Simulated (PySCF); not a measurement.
C2H8GeO3. Atoms are numbered in the order given.

```xyz
14

C     -2.5128     0.3683     0.3967
C     -1.2812    -0.2623     1.0539
Ge     0.3158    -0.0496    -0.0425
O      0.7619     1.6472    -0.3374
O      1.6452    -0.9262     0.7607
O      0.1214    -0.6334    -1.7117
H     -2.3675     1.4477     0.2317
H     -2.7103    -0.0839    -0.5877
H     -3.4134     0.2396     1.0180
H     -1.0720     0.1834     2.0406
H     -1.4195    -1.3425     1.2255
H      0.7565     2.1702     0.4747
H      2.4931    -0.7683     0.3224
H      0.1647    -1.5972    -1.7612
```
Charge 0, spin multiplicity 1.

Geometry optimised at B3LYP-D3(BJ)/def2-SVP. The values are those of a single conformer.

The numbers are results of B3LYP-D3(BJ)/def2-SVP (PySCF), not measurements.

Frequencies are harmonic and unscaled.

Computed vibrational spectrum:
```csv
mode,ν (cm⁻¹),IR (km/mol),moving atoms (share of kinetic energy)
1,32,5.2,"H 33 %, C 32 %, O 32 %"
2,59,18.0,"H 84 %, O 9 %"
3,119,2.1,"O 45 %, C 27 %, H 20 %, Ge 8 %"
4,150,9.5,"H 49 %, O 36 %, C 11 %"
5,205,7.8,"H 47 %, O 44 %"
6,222,101.9,"H 83 %, O 14 %"
7,243,94.1,"O 59 %, H 25 %, C 15 %"
8,258,15.6,"O 65 %, Ge 17 %, H 13 %"
9,262,5.7,"H 68 %, C 14 %, O 9 %, Ge 9 %"
10,315,39.5,"C 37 %, Ge 26 %, O 22 %, H 15 %"
11,343,127.6,"H 71 %, O 28 %"
12,581,8.3,"C 60 %, H 23 %, Ge 9 %, O 9 %"
13,696,81.4,"O 82 %, Ge 12 %"
14,700,5.4,"H 73 %, C 17 %, O 9 %"
15,718,107.9,"O 73 %, Ge 24 %"
16,720,150.0,"O 71 %, Ge 20 %"
17,863,40.4,H 91 %
18,889,58.5,"H 89 %, O 8 %"
19,904,166.2,"H 89 %, O 10 %"
20,970,1.3,"H 87 %, C 12 %"
21,973,2.8,"H 72 %, C 27 %"
22,1049,14.2,"C 64 %, H 35 %"
23,1242,1.2,"H 78 %, C 22 %"
24,1251,0.1,"H 63 %, C 37 %"
25,1400,1.1,"H 82 %, C 18 %"
26,1436,3.3,"H 91 %, C 9 %"
27,1472,6.7,H 97 %
28,1479,5.2,H 96 %
29,3030,28.8,H 97 %
30,3046,9.6,H 95 %
31,3092,1.6,"H 91 %, C 9 %"
32,3109,20.0,"H 90 %, C 10 %"
33,3119,19.7,"H 91 %, C 9 %"
34,3828,63.0,H 94 %
35,3847,11.3,H 94 %
36,3848,113.9,H 94 %
```
